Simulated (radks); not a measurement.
Question: The mean radii <r> (bohr) of the occupied orbitals of an atom or ion are listed with their occupations. All-electron calculation, non-relativistic Kohn-Sham, LB94 model potential, spin-polarised, spherical densities, point nucleus. Program: a radial shooting solver on a logarithmic mesh with Libxc functionals.

| orbital | occ. | <r> |
|---|---|---|
| 1s down | 1 | 0.02752 |
| 1s up | 1 | 0.02754 |
| 2s up | 1 | 0.1141 |
| 2s down | 1 | 0.1144 |
| 2p up | 3 | 0.09635 |

Name the element and its charge. Open shells, if any, are filled with parallel spins first.

Answer: Z = 55, caesium, charge +48: Cs48+ in [He] 2s2 2p3. The 1s radius gives Z: for a bare nucleus <r> = 1.5/Z, 0.02727 bohr for Z = 55, and screening makes it slightly larger (0.02752 here). The occupations add up to 7, and the charge is Z minus that.
